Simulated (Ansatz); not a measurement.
trans-[IrF2(NH3)4]+ (IrN₄F₂H₁₂⁺). Total charge 1; singlet. Geometry r2SCAN-D4/def2-SVP.

```xyz
19

F     0.2809    0.3778    1.9367
F    -0.2808   -0.3780   -1.9368
Ir   -0.0001    0.0002   -0.0001
N    -1.7536   -1.1206    0.1206
N     1.7541    1.1199   -0.1217
N     1.1241   -1.6783    0.5137
N    -1.1248    1.6789   -0.5124
H    -1.6979   -1.9860    0.6661
H    -1.9496   -1.3778   -0.8591
H    -2.5719   -0.6263    0.4896
H     1.6981    1.9861   -0.6661
H     2.5710    0.6253   -0.4933
H     1.9529    1.3762    0.8577
H     0.6666   -2.5848    0.3768
H     1.2953   -1.5623    1.5244
H     2.0311   -1.7652    0.0447
H    -0.6664    2.5851   -0.3772
H    -2.0304    1.7666   -0.0409
H    -1.2988    1.5633   -1.5227
```

In the def2 sets Ir takes a core potential; there is no spin–orbit coupling. HSE06 is defined as in plane-wave codes, on full-range PBE exchange. Another isomer (singlet) lies 0.11 eV lower at PBE0-D4/def2-TZVP; other spin states weren't run for this one.

(1) Estimate the orbital energies around the gap (eV) in Ansatz with PBE-D4/def2-SVP, r2SCANh-D4/def2-TZVP, PBE0-D4/def2-SVP, PBE0-D4/def2-TZVP, HSE06-D4/def2-TZVP.

Results:

(1) 
| orbital | PBE-D4/def2-SVP | r2SCANh-D4/def2-TZVP | PBE0-D4/def2-SVP | PBE0-D4/def2-TZVP | HSE06-D4/def2-TZVP |
| --- | --- | --- | --- | --- | --- |
| HOMO−13 | -16.42 | -17.53 | -18.17 | -18.18 | -17.77 |
| HOMO−12 | -15.36 | -16.38 | -17.10 | -17.08 | -16.66 |
| HOMO−11 | -15.04 | -16.00 | -16.70 | -16.67 | -16.25 |
| HOMO−10 | -13.35 | -14.58 | -15.12 | -15.37 | -14.95 |
| HOMO−9 | -13.05 | -14.06 | -14.64 | -14.69 | -14.29 |
| HOMO−8 | -13.03 | -14.04 | -14.62 | -14.67 | -14.27 |
| HOMO−7 | -11.52 | -12.91 | -13.52 | -13.73 | -13.31 |
| HOMO−6 | -11.50 | -12.89 | -13.50 | -13.71 | -13.30 |
| HOMO−5 | -11.30 | -12.59 | -12.95 | -13.30 | -12.89 |
| HOMO−4 | -10.68 | -12.14 | -12.66 | -12.94 | -12.53 |
| HOMO−3 | -10.66 | -12.12 | -12.64 | -12.92 | -12.51 |
| HOMO−2 | -9.60 | -10.54 | -11.29 | -11.26 | -10.85 |
| HOMO−1 | -8.19 | -9.31 | -9.96 | -10.06 | -9.65 |
| HOMO | -8.17 | -9.29 | -9.93 | -10.03 | -9.62 |
| LUMO | -4.75 | -4.30 | -3.65 | -4.10 | -4.46 |
| LUMO+1 | -4.57 | -4.08 | -3.64 | -3.85 | -4.24 |
| LUMO+2 | -4.44 | -3.96 | -3.30 | -3.48 | -3.86 |
| LUMO+3 | -3.57 | -2.97 | -2.63 | -3.12 | -3.49 |
| LUMO+4 | -3.57 | -2.96 | -2.63 | -3.11 | -3.48 |
| LUMO+5 | -2.34 | -1.60 | -1.34 | -1.87 | -2.24 |
